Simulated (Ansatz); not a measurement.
Ansatz (an electronic-structure program) input:

Ansatz 0.2 input:
```yaml
crystal:
  periodic: [false, false, false]
  atoms:
    - {symbol: Y, position_ang: [0.88206361, 0.19084411, -0.13997468]}
    - {symbol: O, position_ang: [-0.40146781, 1.18777278, -0.82318697]}
    - {symbol: Cl, position_ang: [-0.53796054, -1.32054068, 0.99957882]}
basis:
  gaussian:
    orbitals: def2-TZVP
hamiltonian:
  xc: b3lyp
  dispersion: d3bj
total_charge: 1
magnetization: {spin_polarized: true, initial_magnetization: 1}
relax: {f_tol: 0.002, max_steps: 150}
```

Problem. What final total energy does it print?

Solution. -573.60824 Eh (B3LYP-D3(BJ)/def2-TZVP). The basis has 108 functions.

The spin state was set by rule; other spins were not relaxed.
